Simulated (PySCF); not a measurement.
## Two-component Hartree-Fock for Ho⁵³⁺ (holmium, charge +53)

Start: [Ne] 3s2 3p2; 3p1/2 filled at m_j = -1/2, +1/2. Calculated with PySCF 2.14 in an even-tempered Gaussian basis (18 s from 15 bohr⁻², ratio 2.4; 14 p from 19 bohr⁻², ratio 2.4; 4 d from 65 bohr⁻², ratio 2.6; 4 f from 98 bohr⁻², ratio 2.6): generalised Hartree-Fock with the X2C-1e Hamiltonian and a Gaussian nucleus; one run each with spin-orbit coupling (SO) switched off, then screened by Boettger's factors.

```
spinor shell  electrons  ε, spin-free (eV)  ε, screened SO (eV)  weight of nominal j (screened SO)  rms radius, screened SO (bohr)
       1s1/2          2           -59855.2             -59832.6                              1.000                          0.0235
       2s1/2          2           -13230.1             -13219.9                              1.000                          0.0937
       2p1/2          2           -12169.6             -12794.4                              1.000                          0.0799
       3s1/2          2            -5288.0              -5283.8                              1.000                           0.225
       3p1/2          2            -4994.2              -5140.5                              1.000                           0.213
```

Q: Where does 2p3/2 lie, and what is the 2p spin-orbit splitting (screened SO)?

A: At -11895.8 eV, 898.61 eV above 2p1/2.

```csv
quantity,spin-free,screened SO
E (hartree),-9661.60444,-9680.84077
M_J,0,0
⟨J²⟩,2.000,0.000
⟨L²⟩,2.000,1.346
⟨S²⟩,2.000,1.346
```

Breit and QED terms are absent; they matter most for the inner s and p1/2 levels.

Densities and radii are taken from the X2C orbitals without a picture-change correction, which distorts them close to the nucleus.

Without spin-orbit coupling the j labels of p, d and f shells carry no meaning; the spin-free column gives the mean over the occupied spinors of each nl shell.
